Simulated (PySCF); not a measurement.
# Telling isomers of C7H7N apart by NMR

Rapidly exchanging positions averaged, no solvent, one computed conformer, no relativistic terms. GFN2-xTB structure; NMR shieldings at PBE0/pcSseg-1/GIAO; PySCF.

References, each an isolated molecule treated in the same way: TMS for ¹H (σ = 31.72 ppm) and ¹³C (σ = 186.93 ppm). Where no couplings were computed, multiplicities follow the n + 1 count of equivalent neighbours, and m marks all less simple cases (inequivalent or close neighbours, rings, F or P nearby). Shifts are as computed. Against solution values, carbons near 30 ppm lie about +3 ppm off and those near 130 ppm about +5 ppm. Of 1211 compounds with measured shifts, 218 miss one by over three times the rms of a fit or turn the order of signals round; such compounds aren't used in these exercises.

(1) Tabulate the signals of `C=C/C=C(/C#N)C=C`, `N#C[C@@]12[C@H]3C[C@@H]1[C@@H]2C3` and their relative energies.

(2) What is the quickest way to tell C=C/C=C(/C#N)C=C from N#C[C@@]12[C@H]3C[C@@H]1[C@@H]2C3?

## Answers

(1) 
```tsv
SMILES	carbon types	δC	δH	E rel. (kcal/mol)
C=C/C=C(/C#N)C=C	2×C 3×CH 2×CH2	151.0, 138.3, 134.8, 134.2, 130.1, 123.2, 119.4	7.18 (m, 1H), 6.97 (m, 1H), 6.88 (d, 1H), 6.31 (m, 1H), 5.93 (m, 1H), 5.91 (m, 1H), 5.89 (m, 1H)	0.0
N#C[C@@]12[C@H]3C[C@@H]1[C@@H]2C3	2×C 3×CH 2×CH2	121.0, 44.3, 37.0, 32.3, 27.3	2.80 (m, 2H), 2.44 (m, 1H), 2.40 (m, 2H), 1.65 (m, 2H)	13.7
```

Energies are electronic energies at PBE0/pcSseg-1 on these geometries, without zero-point or thermal terms, each for the one conformer computed, which needn't be the lowest.

(2) Count the carbon signals: 7 against 5. The first has an alkene CH at 151.0 ppm, the second an sp3 CH in a ring at 44.3 ppm. Their most deshielded carbons lie at 151.0 and 121.0 ppm. In the proton spectra the most deshielded non-exchanging signals are 7.18 (m, 1H) and 2.80 (m, 2H).
